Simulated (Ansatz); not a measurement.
`C=[C](F)[InH][CH3]` + HBr → `[CH3][InH][Br]` + `C=CF`  (ligand exchange at the In–C bond)

Calculated with Ansatz (gas phase, PBE0-D4/def2-TZVP geometries, no zero-point term in ΔE). CBS: MP2 limit from def2 TZ/QZ plus the TZ coupled-cluster correction, frozen cores. Functionals use def2-TZVPP. def2 core potentials past Kr. For Br, In outer-core shells are correlated without core-valence functions, which leaves a few kJ/mol of doubt a bond. Scalar relativity is left out up to krypton. Each species was taken in one conformer, which may not be the lowest.

| level | ΔE (kJ/mol) | difference from CCSD(T)/CBS |
| --- | --- | --- |
| PBE-D4 | -163.2 | 5.7 |
| revPBE-D4 | -160.6 | 8.3 |
| r2SCAN-D4 | -172.7 | -3.8 |
| r2SCANh-D4 | -174.8 | -5.9 |
| ωB97M-V | -167.1 | 1.8 |
| PBE0 | -173.4 | -4.5 |
| r2SCANh | -175.6 | -6.7 |
| r2SCAN0 | -178.6 | -9.7 |
| BHLYP | -182.7 | -13.8 |
| LC-ωPBE | -167.8 | 1.1 |
| MP2/def2-SVP | -172.1 | -3.2 |
| CCSD/def2-SVP | -170.7 | -1.8 |
| CCSD(T)/def2-SVP | -166.9 | 2.0 |
| SCS-MP2/def2-TZVPP | -166.8 | 2.1 |
| HF/CBS(def2) | -196.1 | -27.2 |
| CCSD/CBS(def2) | -173.2 | -4.3 |
| CCSD(T)/CBS | -168.9 | 0 |

Largest T1 diagnostic among the species: 0.013.

Leaving LDA and LC-ωPBE aside and taking each functional with its dispersion term where it has one, the values, not all of them listed here, spread over 20.0 kJ/mol, from BHLYP-D4 to revPBE-D4. LDA lies +5.8 kJ/mol from PBE without D4. In def2-TZVPP, CCSD(T) changes the Hartree–Fock value by +34.6 kJ/mol (the triples alone add +4.3 kJ/mol) and MP2 by +30.8 kJ/mol. From BLYP to BHLYP (50 % exact exchange), in def2-TZVPP and without D4, ΔE moves by −15.1 kJ/mol.
